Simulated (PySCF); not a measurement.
Polarisability and C₆ of Sb (antimony, neutral)

[Kr] 4d10 5s2 5p3, high-spin 4S determinant. All numbers are calculated (PySCF 2.14, scalar relativity through the core potential, in aug-cc-pVDZ-PP with ECP28MDF (5s4p3d, 32 functions)). Coupled (time-dependent) response in atomic units; α is the mean over directions. A double-zeta set is small for polarisabilities.

```json
{"method": "UHF", "mean α (bohr³)": "43.50", "C₆ (like pair)": "470.4", "S(−4)": "458.7"}
{"method": "PBE", "mean α (bohr³)": "46.19", "C₆ (like pair)": "497.2", "S(−4)": "596.8"}
{"method": "PBE0", "mean α (bohr³)": "44.56", "C₆ (like pair)": "477.7", "S(−4)": "523.8"}
{"method": "M06", "mean α (bohr³)": "45.58", "C₆ (like pair)": "477.2", "S(−4)": "623.3"}
{"method": "M06-L", "mean α (bohr³)": "47.71", "C₆ (like pair)": "532.5", "S(−4)": "602.5"}
```

S(−4) is the Cauchy moment in α(ω) = α(0) + S(−4) ω² + …

Reference α: 43 ± 2 bohr³ (recommended; Schwerdtfeger and Nagle, table of static dipole polarizabilities (2023 update)). Published C₆: 492.0 (Chu and Dalgarno (2004); Tang, Norbeck and Certain (1976)).

α(iu) at PBE0:

```json
{"u (hartree)": "0", "α(iu) (bohr³)": "44.56"}
{"u (hartree)": "0.0500", "α(iu) (bohr³)": "43.30"}
{"u (hartree)": "0.100", "α(iu) (bohr³)": "40.03"}
{"u (hartree)": "0.200", "α(iu) (bohr³)": "31.33"}
{"u (hartree)": "0.300", "α(iu) (bohr³)": "23.52"}
{"u (hartree)": "0.500", "α(iu) (bohr³)": "13.57"}
{"u (hartree)": "0.750", "α(iu) (bohr³)": "7.681"}
{"u (hartree)": "1.00", "α(iu) (bohr³)": "4.868"}
{"u (hartree)": "1.50", "α(iu) (bohr³)": "2.433"}
{"u (hartree)": "2.00", "α(iu) (bohr³)": "1.448"}
{"u (hartree)": "3.00", "α(iu) (bohr³)": "0.6789"}
{"u (hartree)": "5.00", "α(iu) (bohr³)": "0.2541"}
```

A single London oscillator, α(iu) = α/(1 + u²/ω²), gives C₆ = (3/4) ω α². Matching the computed C₆ needs ω = 4 × 477.7 / (3 × 44.56²) = 0.321 hartree.

Energies and moments cover only the electrons outside the core potential.
